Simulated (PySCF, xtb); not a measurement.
SeCl₄, SMILES Cl[Se](Cl)(Cl)Cl.

Harmonic wavenumbers (cm⁻¹) from GFN2-xTB (xtb) at its own minimum, in rising order: 79, 112, 171, 175, 194, 252, 309, 340, 367.

**Question.** What does PySCF 2.14.0 with PBE-D3(BJ)/def2-SVP give at its own minimum? (Estimate from the structure and the level; the computed values follow.)

**Answer.** 65, 92, 137, 140, 164, 269, 334, 347, 358. Paired by order, the mean absolute difference is 21 cm⁻¹ and the zero-point energies are 2.9 and 2.7 kcal/mol.
